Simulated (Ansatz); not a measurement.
Start from `N[Si](O)(O)O` and change one atom or group to get `C[SiH](O)[Si](O)(O)O`.

Ansatz, PBE0-D4/def2-TZVP geometries, multiplicity 1. Each molecule was computed in one conformer, which needn't be the lowest.

```tsv
property	`N[Si](O)(O)O`
size of the dipole moment (B3LYP/def2-TZVPP) / D	1.07
size of the dipole moment (PBE/def2-TZVPP) / D	1.04
HOMO–LUMO gap (PBE/def2-TZVPP) / eV	5.78
HOMO energy (ωB97M-V/def2-TZVPP) / eV	-10.02
HOMO energy (PBE/def2-TZVPP) / eV	-6.06
LUMO energy (B3LYP/def2-TZVPP) / eV	0.20
```

**Question.** What does the change do to each property? (Best estimate.)

**Answer.** Ansatz gave: 
| property | `C[SiH](O)[Si](O)(O)O` | shift |
| --- | --- | --- |
| size of the dipole moment (B3LYP/def2-TZVPP) / D | 2.02 | 0.95 |
| size of the dipole moment (PBE/def2-TZVPP) / D | 1.93 | 0.89 |
| HOMO–LUMO gap (PBE/def2-TZVPP) / eV | 5.44 | -0.34 |
| HOMO energy (ωB97M-V/def2-TZVPP) / eV | -9.59 | 0.43 |
| HOMO energy (PBE/def2-TZVPP) / eV | -6.18 | -0.12 |
| LUMO energy (B3LYP/def2-TZVPP) / eV | -0.10 | -0.30 |

With PBE0 the HOMO rises by 0.11 eV and the LUMO falls by 0.46 eV, so the gap narrows by about 0.57 eV. PBE moves the HOMO by -0.12 eV and ωB97M-V by 0.43 eV. Dipoles are sizes alone; their direction can turn.

B3LYP here is the variant with VWN-RPA as its local correlation; programs differ in this.
